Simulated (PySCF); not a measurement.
Species: CH4BrClSi.
SMILES: `ClC[SiH2]Br`

The calculation used MP2 and CCSD/aug-cc-pVDZ in PySCF, restricted Hartree–Fock reference, frozen core, non-relativistic, gas phase, PBE0-D3(BJ)/def2-SVP geometry.

E(HF) = -3361.07785 Eh.

Q: How large is the problem?

A: 149 basis functions and 76 electrons; 20 orbitals frozen, which leaves o = 18 correlated occupied and v = 111 virtual orbitals. That is o·v = 1998 singles and o·v(o·v + 1)/2 = 1997001 distinct closed-shell doubles amplitudes before symmetry; the costliest CCSD step grows as o²v⁴ = 4.9 × 10^10.

Q: What are the MP2 and CCSD correlation energies?

A: MP2 -0.5383 Eh and CCSD -0.5879 Eh, which gives totals of -3361.61616 and -3361.66570 Eh. That is 0.444 eV for each correlated electron at CCSD (1543 kJ/mol in all, 0.017 % of the total energy); MP2 gives 91.6 % of the CCSD value.

Q: What is the T1 diagnostic?

A: 0.0087, below the customary warning level of 0.02. It is the norm of the spatial-orbital singles amplitudes over the root of the number of correlated electrons, so the norm is 0.052.

Q: How does correlation change the dipole moment?

A: HF gives 0.43 D and CCSD (unrelaxed density) 0.44 D, a change of +0.01 D.

No triples correction and no basis-set extrapolation were made.

Shape of the structure used: `[Cl:1][CH2:2][SiH2:3][Br:4]`: Cl1–C2–Si3–Br4 180°.

One conformer stands for the species.
